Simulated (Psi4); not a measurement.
C₂HO, charge -1, singlet, geometry from GFN2-xTB (a gas-phase anion, which may not be bound at this level); MP2/cc-pVQZ (Psi4).

The Psi4 input:
```
memory 2 GB

molecule mol {
-1 1
  C     0.017882   -0.126888   -1.227557
  C     0.012039   -0.079027   -0.004614
  H     0.100932   -0.678824   -2.129085
  O    -0.035057    0.239289    1.190263
}

set basis cc-pvqz
set reference rhf
set freeze_core true

energy('mp2')
print_variables()
```

Problem. Write the output that Psi4 gives for this input, abridged.

Solution. 
```
    SCF Algorithm Type (re)set to DF.

   => Loading Basis Set <=

    Name: CC-PVQZ
    Role: ORBITAL
    Keyword: BASIS

         ---------------------------------------------------------
                                   SCF
               by Justin Turney, Rob Parrish, Andy Simmonett
                          and Daniel G. A. Smith
                              RHF Reference
         ---------------------------------------------------------

  ==> Geometry <==

    Molecular point group: c1
    Full point group: C1

    Geometry (in Angstrom), charge = -1, multiplicity = 1:

       Center              X                  Y                   Z               Mass
    ------------   -----------------  -----------------  -----------------  -----------------
         C            0.020319884066    -0.143284253285    -1.278928150293    12.000000000000
         C            0.014476884066    -0.095423253285    -0.055985150293    12.000000000000
         H            0.103369884066    -0.695220253285    -2.180456150293     1.007825032230
         O           -0.032619115934     0.222892746715     1.138891849707    15.994914619570

  Running in c1 symmetry.

  Rotational constants: A =     62.04543  B =      0.36172  C =      0.35962 [cm^-1]
  Rotational constants: A = 1860075.26834  B =  10843.96349  C =  10781.11121 [MHz]
  Nuclear repulsion =   52.136429029953703

  Charge       = -1
  Multiplicity = 1
  Electrons    = 22
  Nalpha       = 11
  Nbeta        = 11

  ==> Algorithm <==

  SCF Algorithm Type is DF.
  DIIS enabled.
  MOM disabled.
  Fractional occupation disabled.
  Guess Type is SAD.
  Energy threshold   = 1.00e-08
  Density threshold  = 1.00e-08
  Integral threshold = 1.00e-12

  ==> Primary Basis <==

  Basis Set: CC-PVQZ
    Blend: CC-PVQZ
    Number of shells: 55
    Number of basis functions: 195
    Number of Cartesian functions: 245
    Spherical Harmonics?: true
    Max angular momentum: 4

   => Loading Basis Set <=

    Name: (CC-PVQZ AUX)
    Role: JKFIT
    Keyword: DF_BASIS_SCF

  ==> Integral Setup <==

  SCF_SUBTYPE=INCORE selected. In-core MEM_DF algorithm will be used.
  Using in-core AOs.

  ==> MemDFJK: Density-Fitted J/K Matrices <==

    J tasked:                   Yes
    K tasked:                   Yes
    wK tasked:                   No
    Algorithm:                 Core
    Schwarz Cutoff:           1E-12
    Mask sparsity (%):       2.8350
    Fitting Condition:        1E-10

   => Auxiliary Basis Set <=

  Basis Set: (CC-PVQZ AUX)
    Blend: CC-PVQZ-JKFIT
    Number of shells: 97
    Number of basis functions: 369
    Number of Cartesian functions: 492
    Spherical Harmonics?: true
    Max angular momentum: 5

  Minimum eigenvalue in the overlap matrix is 5.4410601190E-05.
  Reciprocal condition number of the overlap matrix is 8.6485416537E-06.
    Using symmetric orthogonalization.

  ==> Pre-Iterations <==

  SCF Guess: Superposition of Atomic Densities via on-the-fly atomic UHF (no occupation information).

   -------------------------
    Irrep   Nso     Nmo
   -------------------------
     A        195     195
   -------------------------
    Total     195     195
   -------------------------

  ==> Iterations <==

                           Total Energy        Delta E     RMS |[F,P]|

   @DF-RHF iter SAD:  -150.09517619397840   -1.50095e+02   0.00000e+00
   @DF-RHF iter   1:  -151.05832594984093   -9.63150e-01   2.65246e-03 DIIS/ADIIS
   @DF-RHF iter   2:  -151.15389312710462   -9.55672e-02   1.45183e-03 DIIS/ADIIS
   @DF-RHF iter   3:  -151.18080427701528   -2.69111e-02   2.25710e-04 DIIS/ADIIS
   @DF-RHF iter   4:  -151.18159950440622   -7.95227e-04   8.05987e-05 DIIS
   @DF-RHF iter   5:  -151.18178053490416   -1.81030e-04   2.24698e-05 DIIS
   @DF-RHF iter   6:  -151.18179825547105   -1.77206e-05   9.98623e-06 DIIS
   @DF-RHF iter   7:  -151.18180295078096   -4.69531e-06   3.90515e-06 DIIS
   @DF-RHF iter   8:  -151.18180451361957   -1.56284e-06   1.74591e-06 DIIS
   @DF-RHF iter   9:  -151.18180495043541   -4.36816e-07   6.19132e-07 DIIS
   @DF-RHF iter  10:  -151.18180500162197   -5.11866e-08   1.17886e-07 DIIS
   @DF-RHF iter  11:  -151.18180500258529   -9.63325e-10   3.30497e-08 DIIS
   @DF-RHF iter  12:  -151.18180500264592   -6.06235e-11   8.19699e-09 DIIS
  Energy and wave function converged.

  ==> Post-Iterations <==

    Orbital Energies [Eh]
    ---------------------

    Doubly Occupied:

[...]
    Virtual:

[...]
     195A     43.164946

    Final Occupation by Irrep:
              A
    DOCC [    11 ]
    NA   [    11 ]
    NB   [    11 ]

  @DF-RHF Final Energy:  -151.18180500264592

   => Energetics <=

    Nuclear Repulsion Energy =             52.1364290299537032
    One-Electron Energy =                -314.7914046330570841
    Two-Electron Energy =                 111.4731706004574647
    Total Energy =                       -151.1818050026458877

Computation Completed

Properties will be evaluated at   0.000000,   0.000000,   0.000000 [a0]

Properties computed using the SCF density matrix

 Multipole Moments:

 ------------------------------------------------------------------------------------
     Multipole            Electronic (a.u.)      Nuclear  (a.u.)        Total (a.u.)
 ------------------------------------------------------------------------------------

 L = 1.  Multiply by 2.5417464519 to convert [e a0] to [Debye]
 Dipole X            :         -0.0388664            0.0967494            0.0578830
 Dipole Y            :          0.2702641           -0.6506768           -0.3804127
 Dipole Z            :          1.9583511           -2.0386387           -0.0802877
 Magnitude           :                                                    0.3930781

 ------------------------------------------------------------------------------------

  //>>>>>>>>>>>>>>>>>>>>>>>>>>>>>>>>>>>//
  //               DFMP2               //
  //<<<<<<<<<<<<<<<<<<<<<<<<<<<<<<<<<<<//

   => Loading Basis Set <=

    Name: (CC-PVQZ AUX)
    Role: RIFIT
    Keyword: DF_BASIS_MP2

	 --------------------------------------------------------
	                          DF-MP2
	      2nd-Order Density-Fitted Moller-Plesset Theory

	        Rob Parrish, Justin Turney, Andy Simmonett,
	           Ed Hohenstein, and C. David Sherrill
	 --------------------------------------------------------

   => Auxiliary Basis Set <=

  Basis Set: (CC-PVQZ AUX)
    Blend: CC-PVQZ-RI
    Number of shells: 105
    Number of basis functions: 451
    Number of Cartesian functions: 613
    Spherical Harmonics?: true
    Max angular momentum: 5

	 --------------------------------------------------------
	                 NBF =   195, NAUX =   451
	 --------------------------------------------------------
	   CLASS    FOCC     OCC    AOCC    AVIR     VIR    FVIR
	   PAIRS       3      11       8     184     184       0
	 --------------------------------------------------------

	-----------------------------------------------------------
	 ==================> DF-MP2 Energies <====================
	-----------------------------------------------------------
	 Reference Energy          =    -151.1818050026459161 [Eh]
	 Singles Energy            =      -0.0000000000000000 [Eh]
	 Same-Spin Energy          =      -0.1506915677475142 [Eh]
	 Opposite-Spin Energy      =      -0.4435315159926388 [Eh]
	 Correlation Energy        =      -0.5942230837401530 [Eh]
	 Total Energy              =    -151.7760280863860771 [Eh]
	-----------------------------------------------------------
	 ================> DF-SCS-MP2 Energies <==================
	-----------------------------------------------------------
	 SCS Same-Spin Scale       =       0.3333333333333333 [-]
	 SCS Opposite-Spin Scale   =       1.2000000000000000 [-]
	 SCS Same-Spin Energy      =      -0.0502305225825047 [Eh]
	 SCS Opposite-Spin Energy  =      -0.5322378191911665 [Eh]
	 SCS Correlation Energy    =      -0.5824683417736712 [Eh]
	 SCS Total Energy          =    -151.7642733444195926 [Eh]
	-----------------------------------------------------------

  Variable Map:
  ----------------------------------------------------------------------------
[...]
  Array Variable Map:
  ----------------------------------------------------------------------------
[...]
[...]
```
